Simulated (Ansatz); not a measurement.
A short molecular-dynamics run on `ClB1N[SiH2]1`.

```yaml
crystal:
  periodic: [false, false, false]
  atoms:
    - {symbol: Cl, position_ang: [-0.214857, -2.313216, 1.558393]}
    - {symbol: B, position_ang: [-0.088679, -0.856130, 0.626122]}
    - {symbol: N, position_ang: [0.229678, -0.538482, -0.675407]}
    - {symbol: Si, position_ang: [-0.108309, 0.996142, 0.120829]}
    - {symbol: H, position_ang: [0.494083, -1.014199, -1.525004]}
    - {symbol: H, position_ang: [-1.294825, 1.732115, -0.385018]}
    - {symbol: H, position_ang: [1.044109, 1.925870, 0.234385]}
basis:
  gaussian: {orbitals: "6-31G*"}
hamiltonian: {xc: {name: revPBE}, dispersion: d3bjatm}
md: {timestep: 0.5 fs, n_steps: 20, ensemble: nvt_langevin, temperature: 1000, initial_velocities: maxwell_boltzmann, friction: 0.01, seed: 149}
```

```sh
$ ansatz run in.yaml --threads 2 --pin off --events-out ev --progress --plain --max-ram 4352MiB
```

| step | time (fs) | potential energy (eV) | kinetic (eV) | T (K) | conserved (eV) |
| --- | --- | --- | --- | --- | --- |
| 0 | 0.0 | -22611.2544 | 0.7756 | 857 | – |
| 1 | 0.5 | -22611.2410 | 0.7736 | 855 | – |
| 2 | 1.0 | -22611.2214 | 0.7242 | 800 | – |
| 3 | 1.5 | -22611.1973 | 0.6821 | 754 | – |
| 4 | 2.0 | -22611.1708 | 0.6300 | 696 | – |
| 5 | 2.5 | -22611.1456 | 0.5742 | 635 | – |
| 6 | 3.0 | -22611.1244 | 0.5840 | 645 | – |
| 7 | 3.5 | -22611.1084 | 0.5845 | 646 | – |
| 8 | 4.0 | -22611.0948 | 0.5297 | 585 | – |
| 9 | 4.5 | -22611.0809 | 0.5367 | 593 | – |
| 10 | 5.0 | -22611.0674 | 0.5176 | 572 | – |
| 11 | 5.5 | -22611.0555 | 0.5071 | 560 | – |
| 12 | 6.0 | -22611.0457 | 0.5055 | 559 | – |
| 13 | 6.5 | -22611.0369 | 0.5353 | 592 | – |
| 14 | 7.0 | -22611.0283 | 0.5442 | 601 | – |
| 15 | 7.5 | -22611.0172 | 0.5329 | 589 | – |
| 16 | 8.0 | -22611.0046 | 0.5253 | 581 | – |
| 17 | 8.5 | -22610.9906 | 0.5296 | 585 | – |
| 18 | 9.0 | -22610.9742 | 0.5238 | 579 | – |
| 19 | 9.5 | -22610.9592 | 0.4697 | 519 | – |
| 20 | 10.0 | -22610.9500 | 0.5004 | 553 | – |

Velocities are drawn at the set temperature; a run this short doesn't reach equilibrium.

Frames (Å, forces in eV/Å):

```xyz
7
time=0.0 fs
Cl   -0.215   -2.313    1.558   -0.044   -0.450    0.306
B    -0.089   -0.856    0.626   -0.107   -0.049    0.421
N     0.230   -0.538   -0.675    0.149   -0.286   -0.473
Si   -0.108    0.996    0.121   -0.158    0.679    0.386
H     0.494   -1.014   -1.525    0.162   -0.258   -0.530
H    -1.295    1.732   -0.385   -0.228    0.163   -0.115
H     1.044    1.926    0.234    0.227    0.201    0.005
7
time=0.5 fs
Cl   -0.216   -2.312    1.562   -0.024   -0.488    0.309
B    -0.080   -0.858    0.630   -0.120    0.132    0.208
N     0.228   -0.534   -0.679    0.180   -0.483   -0.287
Si   -0.108    0.994    0.117   -0.486    0.507    0.446
H     0.496   -1.019   -1.521    0.163   -0.247   -0.576
H    -1.301    1.722   -0.386   -0.228    0.166   -0.112
H     1.016    1.926    0.246    0.515    0.414    0.012
7
time=1.0 fs
Cl   -0.217   -2.311    1.565   -0.006   -0.528    0.313
B    -0.070   -0.861    0.634   -0.140    0.317    0.011
N     0.227   -0.530   -0.681    0.258   -0.762   -0.242
Si   -0.108    0.992    0.112   -0.781    0.358    0.502
H     0.499   -1.028   -1.519    0.124   -0.158   -0.500
H    -1.308    1.712   -0.388   -0.222    0.164   -0.107
H     0.992    1.928    0.259    0.767    0.609    0.023
7
time=1.5 fs
Cl   -0.218   -2.310    1.568    0.011   -0.571    0.320
B    -0.061   -0.864    0.638   -0.153    0.517   -0.214
N     0.226   -0.526   -0.685    0.344   -1.080   -0.216
Si   -0.108    0.991    0.108   -1.040    0.240    0.548
H     0.502   -1.039   -1.517    0.070   -0.032   -0.377
H    -1.314    1.704   -0.391   -0.204    0.153   -0.097
H     0.969    1.931    0.271    0.972    0.772    0.035
7
time=2.0 fs
Cl   -0.219   -2.310    1.572    0.024   -0.613    0.327
B    -0.053   -0.867    0.643   -0.157    0.722   -0.473
N     0.226   -0.522   -0.688    0.415   -1.387   -0.133
Si   -0.108    0.989    0.105   -1.235    0.160    0.591
H     0.504   -1.050   -1.515    0.021    0.090   -0.272
H    -1.320    1.697   -0.393   -0.186    0.140   -0.087
H     0.948    1.938    0.283    1.118    0.889    0.046
7
time=2.5 fs
Cl   -0.220   -2.310    1.575    0.037   -0.649    0.334
B    -0.045   -0.869    0.647   -0.161    0.913   -0.727
N     0.225   -0.519   -0.692    0.483   -1.680   -0.049
Si   -0.109    0.987    0.101   -1.363    0.142    0.632
H     0.506   -1.061   -1.514   -0.028    0.213   -0.165
H    -1.325    1.691   -0.396   -0.158    0.119   -0.072
H     0.931    1.947    0.295    1.189    0.943    0.048
7
time=3.0 fs
Cl   -0.220   -2.310    1.578    0.051   -0.668    0.330
B    -0.037   -0.872    0.651   -0.171    1.075   -0.944
N     0.225   -0.516   -0.696    0.563   -1.986   -0.013
Si   -0.109    0.985    0.098   -1.396    0.200    0.687
H     0.508   -1.071   -1.515   -0.084    0.353   -0.036
H    -1.331    1.684   -0.400   -0.134    0.105   -0.060
H     0.918    1.958    0.305    1.171    0.922    0.036
7
time=3.5 fs
Cl   -0.220   -2.310    1.581    0.067   -0.663    0.309
B    -0.028   -0.874    0.654   -0.186    1.194   -1.115
N     0.226   -0.512   -0.701    0.646   -2.295   -0.012
Si   -0.110    0.983    0.095   -1.313    0.350    0.767
H     0.508   -1.082   -1.517   -0.141    0.502    0.103
H    -1.336    1.675   -0.403   -0.129    0.104   -0.055
H     0.908    1.973    0.315    1.056    0.808    0.003
7
time=4.0 fs
Cl   -0.220   -2.311    1.585    0.084   -0.643    0.280
B    -0.020   -0.876    0.656   -0.210    1.278   -1.236
N     0.226   -0.510   -0.705    0.732   -2.576   -0.052
Si   -0.110    0.981    0.091   -1.165    0.552    0.867
H     0.508   -1.089   -1.521   -0.195    0.640    0.239
H    -1.340    1.668   -0.406   -0.139    0.107   -0.057
H     0.902    1.990    0.324    0.893    0.640   -0.042
7
time=4.5 fs
Cl   -0.220   -2.312    1.589    0.101   -0.617    0.247
B    -0.012   -0.879    0.657   -0.237    1.349   -1.323
N     0.226   -0.508   -0.708    0.820   -2.825   -0.121
Si   -0.112    0.979    0.088   -1.001    0.766    0.972
H     0.509   -1.095   -1.526   -0.250    0.769    0.376
H    -1.343    1.661   -0.408   -0.150    0.108   -0.061
H     0.896    2.008    0.330    0.718    0.451   -0.092
7
time=5.0 fs
Cl   -0.221   -2.312    1.593    0.119   -0.581    0.209
B    -0.005   -0.882    0.657   -0.266    1.402   -1.374
N     0.227   -0.506   -0.712    0.891   -3.028   -0.188
Si   -0.113    0.976    0.085   -0.836    1.010    1.073
H     0.509   -1.100   -1.532   -0.292    0.873    0.486
H    -1.348    1.656   -0.410   -0.141    0.093   -0.059
H     0.892    2.029    0.336    0.526    0.233   -0.147
7
time=5.5 fs
Cl   -0.221   -2.313    1.597    0.139   -0.529    0.158
B     0.003   -0.884    0.656   -0.299    1.422   -1.388
N     0.229   -0.505   -0.715    0.922   -3.136   -0.177
Si   -0.114    0.974    0.082   -0.688    1.258    1.162
H     0.507   -1.102   -1.536   -0.298    0.904    0.503
H    -1.352    1.653   -0.411   -0.120    0.066   -0.053
H     0.889    2.050    0.341    0.344    0.015   -0.204
7
time=6.0 fs
Cl   -0.222   -2.314    1.602    0.159   -0.463    0.099
B     0.009   -0.886    0.655   -0.330    1.417   -1.395
N     0.230   -0.504   -0.720    0.911   -3.139   -0.054
Si   -0.115    0.972    0.079   -0.571    1.480    1.226
H     0.505   -1.101   -1.538   -0.270    0.856    0.420
H    -1.356    1.652   -0.414   -0.088    0.031   -0.042
H     0.886    2.069    0.345    0.188   -0.182   -0.254
7
time=6.5 fs
Cl   -0.222   -2.315    1.606    0.181   -0.387    0.035
B     0.015   -0.888    0.653   -0.357    1.379   -1.400
N     0.232   -0.505   -0.725    0.872   -3.057    0.136
Si   -0.117    0.970    0.076   -0.478    1.679    1.263
H     0.503   -1.097   -1.541   -0.227    0.760    0.292
H    -1.362    1.652   -0.415   -0.043   -0.010   -0.027
H     0.883    2.087    0.349    0.051   -0.364   -0.299
7
time=7.0 fs
Cl   -0.222   -2.315    1.612    0.206   -0.299   -0.036
B     0.022   -0.888    0.651   -0.390    1.303   -1.378
N     0.234   -0.506   -0.730    0.819   -2.902    0.354
Si   -0.118    0.968    0.074   -0.397    1.866    1.286
H     0.501   -1.091   -1.544   -0.172    0.625    0.128
H    -1.367    1.652   -0.415    0.004   -0.058   -0.013
H     0.880    2.105    0.353   -0.071   -0.536   -0.342
7
time=7.5 fs
Cl   -0.223   -2.316    1.617    0.230   -0.214   -0.105
B     0.028   -0.890    0.649   -0.424    1.232   -1.344
N     0.236   -0.508   -0.734    0.742   -2.693    0.622
Si   -0.120    0.966    0.072   -0.321    2.015    1.309
H     0.498   -1.084   -1.547   -0.095    0.446   -0.099
H    -1.371    1.654   -0.416    0.034   -0.101   -0.004
H     0.876    2.122    0.356   -0.165   -0.684   -0.378
7
time=8.0 fs
Cl   -0.223   -2.317    1.621    0.253   -0.129   -0.175
B     0.034   -0.891    0.646   -0.457    1.151   -1.304
N     0.238   -0.510   -0.739    0.643   -2.428    0.947
Si   -0.121    0.963    0.069   -0.221    2.104    1.332
H     0.493   -1.076   -1.550   -0.001    0.227   -0.380
H    -1.371    1.653   -0.416    0.015   -0.119   -0.014
H     0.871    2.137    0.358   -0.233   -0.807   -0.406
7
time=8.5 fs
Cl   -0.223   -2.318    1.626    0.279   -0.032   -0.251
B     0.040   -0.892    0.643   -0.491    1.045   -1.244
N     0.241   -0.512   -0.744    0.543   -2.140    1.286
Si   -0.122    0.961    0.067   -0.091    2.149    1.356
H     0.489   -1.067   -1.553    0.095   -0.005   -0.682
H    -1.368    1.651   -0.415   -0.057   -0.108   -0.041
H     0.865    2.151    0.357   -0.278   -0.909   -0.424
7
time=9.0 fs
Cl   -0.223   -2.319    1.631    0.307    0.066   -0.329
B     0.047   -0.892    0.640   -0.532    0.936   -1.176
N     0.242   -0.515   -0.748    0.457   -1.882    1.596
Si   -0.123    0.959    0.065    0.038    2.161    1.380
H     0.484   -1.060   -1.556    0.180   -0.213   -0.962
H    -1.364    1.648   -0.415   -0.149   -0.087   -0.074
H     0.859    2.162    0.355   -0.300   -0.982   -0.435
7
time=9.5 fs
Cl   -0.223   -2.320    1.636    0.334    0.158   -0.402
B     0.055   -0.893    0.637   -0.579    0.823   -1.108
N     0.244   -0.518   -0.752    0.400   -1.679    1.821
Si   -0.124    0.957    0.063    0.168    2.153    1.396
H     0.479   -1.054   -1.561    0.236   -0.362   -1.159
H    -1.358    1.646   -0.416   -0.247   -0.062   -0.106
H     0.854    2.170    0.354   -0.313   -1.033   -0.442
7
time=10.0 fs
Cl   -0.224   -2.320    1.641    0.360    0.241   -0.468
B     0.062   -0.893    0.634   -0.625    0.709   -1.048
N     0.246   -0.520   -0.756    0.387   -1.577    1.890
Si   -0.126    0.955    0.061    0.297    2.127    1.408
H     0.474   -1.050   -1.570    0.247   -0.409   -1.198
H    -1.351    1.644   -0.419   -0.352   -0.031   -0.138
H     0.849    2.173    0.353   -0.314   -1.060   -0.445
```

Hardware: 2 threads of an AMD EPYC 7B13 on a shared host. Wall time 19 s, peak host memory 0.15 GiB.
